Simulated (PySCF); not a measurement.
Computed IR spectrum (relative IR intensity) of a molecule FH6NOSi2. Geometry optimised at PBE-D3(BJ)/def2-SVP. The values are those of a single conformer. Computed with PySCF with PBE-D3(BJ)/def2-SVP. Frequencies are harmonic and unscaled.

Lines under 2 % of the strongest are left out, and lines within 2 cm⁻¹ are merged.

| ν (cm⁻¹) | relative intensity |
|---|---|
| 142 | 2.1 |
| 244 | 17 |
| 277 | 16 |
| 295 | 3.3 |
| 393 | 14 |
| 403 | 26 |
| 430 | 40 |
| 471 | 11 |
| 656 | 12 |
| 695 | 6.8 |
| 768 | 48 |
| 781 | 26 |
| 795 | 28 |
| 850 | 59 |
| 877 | 63 |
| 903 | 100 |
| 949 | 23 |
| 1496 | 14 |
| 2146 | 41 |
| 2161 | 40 |
| 2190 | 49 |
| 3479 | 8.3 |
| 3576 | 9.4 |
| 3691 | 30 |

Question: Pick the molecule that these values belong to.
(A) O[Si@H](F)N[SiH3]
(B) N[Si@@H](O)[SiH2]F
(C) O[SiH2]N[SiH2]F
(D) N[SiH2][Si@@H](O)F

Answer: B, N[Si@@H](O)[SiH2]F
